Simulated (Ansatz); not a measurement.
Gas-phase reaction in SMILES: O[Si](Br)(Br)Br -> [O][Si](Br)(Br)Br + H atom (the H-O bond at the site shown breaks; other sites are not compared here)
Each molecule is optimised on its own at B3LYP-D3(BJ)/def2-TZVP (Ansatz, a program for electronic structure), one conformer each, not searched for the lowest. Frequencies are from Ansatz.

Property: bond dissociation energy (enthalpy at 298 K, with B3LYP-D3(BJ) rigid-rotor harmonic-oscillator terms), in kcal/mol. Cores are frozen in the correlated levels unless marked. UHF or UKS for open shells. Spin-orbit coupling is left out. Frozen are the shells of the preceding noble gas and the d and f shells that filled before the atom's block. Non-relativistic. CBS marks a two-point X^-3 extrapolation of the correlation energy; Hartree-Fock from the larger set. [CCSD(T)-MP2]/basis is that difference in the basis named.

RI-MP2/CBS(def2-TZVPP,def2-QZVPP)+[CCSD(T)-MP2]/def2-TZVPP (Ansatz) gives 123.9 kcal/mol.

Question: Another calculation gave 120.4 kcal/mol. Which level was it?
(A) r2SCAN/def2-TZVPD (Ansatz)
(B) SVWN5/def2-TZVPD (Ansatz)
(C) wB97M-V/def2-TZVPD (Ansatz)
(D) BLYP/def2-TZVPD (Ansatz)

Answer: C, wB97M-V/def2-TZVPD (Ansatz). The others give 113.9 (r2SCAN), 126.4 (SVWN5), 109.5 (BLYP) kcal/mol.
